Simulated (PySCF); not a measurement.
Worked example: oscillator strength and radiative lifetime

Te(F)(Et) (C2H5FTe), SMILES CC[Te]F.

Geometry: PBE0-D3(BJ)/def2-SVP. The def2 effective core potentials stand for the cores of Te; spin–orbit coupling is left out. The values are those of a single conformer.

TDDFT-PBE/def2-SVPD (PySCF) puts the first singlet state with f over 0.02 at 4.97 eV (vertical), with the transition dipole (0.602, 0.331, -0.388) in atomic units.

Find the oscillator strength, the wavelength and the radiative lifetime that this transition would have in vacuum if emission retraced absorption.


|μ|² = 0.6225 au, so |μ| = 2.01 D. ΔE = 4.97/27.211 = 0.1826 hartree. f = (2/3) ΔE |μ|² = 0.076 (the program prints 0.076).
λ = 1239.84/4.97 = 249 nm; ν = 40086 cm⁻¹.
Einstein's coefficient A = 0.6670 ν² f s⁻¹ (ν in cm⁻¹) = 8.1e7 s⁻¹, so τ = 1/A = 12 ns. This state is S4; the lower singlets have f = 0.000, 0.001, 0.009. The figure is the radiative limit of this one transition; relaxation, internal conversion, crossing to triplets and a medium change what is measured.
